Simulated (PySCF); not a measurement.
O$_{2}$Si, charge -1, sextet, at a GFN2-xTB geometry of the parent state (a state made from the parent by changing its charge; the spin is typed, not shown lowest) (a gas-phase anion, which may not be bound at this level); PySCF with TPSS/6-311G**.

Input for PySCF:
```python
from pyscf import gto, scf, dft

mol = gto.M(
    atom='''
O    -1.386605    0.363772   -0.184258
Si   -0.025576   -0.272681    0.199690
O     1.431363    0.113419   -0.165199
''',
    basis='6-311g**',
    charge=-1,
    spin=5,
    verbose=4,
)

mf = dft.ROKS(mol)
mf.xc = 'tpss'
mf.kernel()
```

Output, abridged:

```
PySCF version 2.14.0

[INPUT] verbose = 4
[INPUT] num. atoms = 3
[INPUT] num. electrons = 31
[INPUT] charge = -1
[INPUT] spin (= nelec alpha-beta = 2S) = 5
[INPUT] symmetry False subgroup None
[INPUT] Mole.unit = angstrom
[INPUT] Symbol           X                Y                Z      unit          X                Y                Z       unit  Magmom
[INPUT]  1 O     -1.386605000000   0.363772000000  -0.184258000000 AA   -2.620303692953   0.687429451785  -0.348197156260 Bohr   0.0
[INPUT]  2 Si    -0.025576000000  -0.272681000000   0.199690000000 AA   -0.048331635362  -0.515292409373   0.377359409814 Bohr   0.0
[INPUT]  3 O      1.431363000000   0.113419000000  -0.165199000000 AA    2.704884054836   0.214330847322  -0.312180866052 Bohr   0.0

nuclear repulsion = 88.4075903415609
number of shells = 28
number of NR pGTOs = 107
number of NR cGTOs = 62
basis = 6-311g**
ecp = {}

******** <class 'pyscf.dft.roks.ROKS'> ********
method = ROKS
initial guess = minao
damping factor = 0
level_shift factor = 0
DIIS = <class 'pyscf.scf.diis.CDIIS'>
diis_start_cycle = 1
diis_space = 8
diis_damp = 0
SCF conv_tol = 1e-09
SCF conv_tol_grad = None
SCF max_cycles = 50
direct_scf = True
direct_scf_tol = 1e-13
num. doubly occ = 13  num. singly occ = 5
XC library pyscf.dft.libxc version 7.1.2
    S. Lehtola, C. Steigemann, M. J. T. Oliveira, and M. A. L. Marques,  SoftwareX 7, 1–5 (2018)
XC functionals = tpss
    J. Tao, J. P. Perdew, V. N. Staroverov, and G. E. Scuseria,  Phys. Rev. Lett. 91, 146401 (2003)
    J. P. Perdew, J. Tao, V. N. Staroverov, and G. E. Scuseria,  J. Chem. Phys. 120, 6898 (2004)
    J. Tao, J. P. Perdew, V. N. Staroverov, and G. E. Scuseria,  Phys. Rev. Lett. 91, 146401 (2003)
    J. P. Perdew, J. Tao, V. N. Staroverov, and G. E. Scuseria,  J. Chem. Phys. 120, 6898 (2004)
radial grids:
    Treutler-Ahlrichs [JCP 102, 346 (1995); DOI:10.1063/1.469408] (M4) radial grids

becke partition: Becke, JCP 88, 2547 (1988); DOI:10.1063/1.454033
pruning grids: <function nwchem_prune>
grids dens level: 3
symmetrized grids: False
atomic radii adjust function: <function treutler_atomic_radii_adjust>
small_rho_cutoff = 0
Set gradient conv threshold to 3.16228e-05
tot grids = 47344
init E= -440.211091050898
  HOMO = -0.00975278533097533  LUMO = 0.0440650289625023  gap/eV = 1.46446
cycle= 1 E= -439.573610388591  delta_E= 0.637  |g|= 0.563  |ddm|= 2.47

WARN: HOMO 0.272123360101429 >= LUMO 0.265135785082329

cycle= 2 E= -439.35543044985  delta_E= 0.218  |g|= 1.04  |ddm|= 1.72
  HOMO = 0.220460469267832  LUMO = 0.244696129064283  gap/eV = 0.65949
cycle= 3 E= -439.650100887969  delta_E= -0.295  |g|= 0.109  |ddm|=    1
  HOMO = 0.204364943891444  LUMO = 0.234521585549651  gap/eV = 0.82060
cycle= 4 E= -439.652482597311  delta_E= -0.00238  |g|= 0.078  |ddm|= 0.212
  HOMO = 0.206168656067415  LUMO = 0.235225665807203  gap/eV = 0.79068
cycle= 5 E= -439.558211123607  delta_E= 0.0943  |g|= 0.51  |ddm|= 0.253
  HOMO = 0.207880555565527  LUMO = 0.236023906094408  gap/eV = 0.76582
cycle= 6 E= -439.653949662098  delta_E= -0.0957  |g|= 0.042  |ddm|= 0.241
  HOMO = 0.20791437241681  LUMO = 0.236123945983734  gap/eV = 0.76762
cycle= 7 E= -439.654397390125  delta_E= -0.000448  |g|= 0.023  |ddm|= 0.00995
  HOMO = 0.208049211390462  LUMO = 0.236132362856755  gap/eV = 0.76418
cycle= 8 E= -439.654591887033  delta_E= -0.000194  |g|= 0.00124  |ddm|= 0.0122
  HOMO = 0.208135799258408  LUMO = 0.236154158072794  gap/eV = 0.76242
cycle= 9 E= -439.654591902456  delta_E= -1.54e-08  |g|= 0.00267  |ddm|= 0.004
  HOMO = 0.208150088616403  LUMO = 0.236161760632663  gap/eV = 0.76224
cycle= 10 E= -439.654595450879  delta_E= -3.55e-06  |g|= 0.00121  |ddm|= 0.00221
  HOMO = 0.208185269636121  LUMO = 0.23617449799073  gap/eV = 0.76163
cycle= 11 E= -439.65459069682  delta_E= 4.75e-06  |g|= 0.00214  |ddm|= 0.00613
  HOMO = 0.208148565350138  LUMO = 0.236158265200493  gap/eV = 0.76218
cycle= 12 E= -439.654588819506  delta_E= 1.88e-06  |g|= 0.00136  |ddm|= 0.0116
  HOMO = 0.208157301348882  LUMO = 0.236162996963365  gap/eV = 0.76207
cycle= 13 E= -439.654589428632  delta_E= -6.09e-07  |g|= 0.000385  |ddm|= 0.000904
  HOMO = 0.208153702924389  LUMO = 0.236162038537104  gap/eV = 0.76215
cycle= 14 E= -439.654589480271  delta_E= -5.16e-08  |g|= 1.84e-05  |ddm|= 0.000277
  HOMO = 0.208153354377243  LUMO = 0.236162088529411  gap/eV = 0.76216
cycle= 15 E= -439.654589480401  delta_E= -1.29e-10  |g|= 1.43e-06  |ddm|= 1.61e-05
  HOMO = 0.208153342956049  LUMO = 0.236161977905802  gap/eV = 0.76215
Extra cycle  E= -439.654589480401  delta_E= -4.55e-13  |g|= 3.69e-06  |ddm|= 6.59e-06
converged SCF energy = -439.654589480401
```
